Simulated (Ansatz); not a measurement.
Reaction (redistribution): `[F][Ti]([F])([F])[Br]` + `CCB(O)S` → `[F][Ti]([F])([F])[SH]` + `CCB(O)Br`

Computed with Ansatz on PBE0-D4/def2-TZVP structures; ΔE is electronic, products minus reactants. CCSD(T)/CBS is the MP2 limit (def2-TZVPP, def2-QZVPP) plus CCSD(T) − MP2 in def2-TZVPP, frozen cores. Functionals use def2-TZVPP. For Br, Ti outer-core shells are correlated without core-valence functions, which leaves a few kJ/mol of doubt a bond. Scalar relativity is left out up to krypton. Each species was taken in one conformer, which may not be the lowest.

**Question.** Is it downhill or uphill in electronic energy at CCSD(T)/CBS, and by how much? (Best estimate.)

**Answer.** Computed: Uphill: ΔE = +0.46 eV.

**Question.** What do these levels give: r2SCAN-D4, B97M-V, PBE0-D4, CAM-B3LYP-D4, ωB97X-V, B2PLYP, PBE-QIDH, PBE, r2SCAN0, LC-ωPBE, MP2/def2-TZVPP, SCS-MP2/def2-QZVPP? (An estimate is asked.)

**Answer.** Ansatz gave: r2SCAN-D4 0.52, B97M-V 0.50, PBE0-D4 0.49, CAM-B3LYP-D4 0.50, ωB97X-V 0.50, B2PLYP 0.50, PBE-QIDH 0.50, PBE 0.49, r2SCAN0 0.51, LC-ωPBE 0.51, MP2/def2-TZVPP 0.47, SCS-MP2/def2-QZVPP 0.47 eV.

Largest T1 diagnostic among the species: 0.025, so the coupled-cluster value is less sure than usual.

Leaving LDA and LC-ωPBE aside and taking each functional with its dispersion term where it has one, the values, not all of them listed here, spread over 0.05 eV, from ωB97M-V to r2SCAN-D4. In def2-TZVPP, CCSD(T) changes the Hartree–Fock value by −0.07 eV (the triples alone add −0.00 eV) and MP2 by −0.07 eV.
